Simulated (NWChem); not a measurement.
# CHCl$_{2}$ cation

```xyz
4

Cl     1.4473     0.0000    -0.1565
C      0.0000     0.0000     0.6084
Cl    -1.4473     0.0000    -0.1565
H      0.0000     0.0000     1.7010
```
Atoms are numbered in this order, from 1.

Program: NWChem. Pople sets run with spherical d functions. All runs use the structure optimised with B3LYP/6-31G* (spherical d). Level: B3LYP/6-31G* with SMD (1 M gas to 1 M solution), gas-phase geometry. Reactions with the solvent are ignored.

| solvent | dielectric constant | solvation free energy (kcal/mol) | cavity-dispersion-structure term (kcal/mol) |
|---|---|---|---|
| water | 78.4 | -59.5 | 2.4 |
| chlorobenzene | 5.70 | -52.5 | -1.0 |
| tetrahydrofuran | 7.43 | -54.7 | -0.6 |
| diethyl ether | 4.24 | [?] | -1.1 |
| cyclohexane | 2.02 | -32.3 | -1.0 |
| toluene | 2.37 | -37.2 | -1.2 |
| benzene | 2.27 | -36.1 | -1.3 |

### Question
Some entries are withheld; supply them.

### Answer

- diethyl ether, solvation free energy (kcal/mol): -48.8
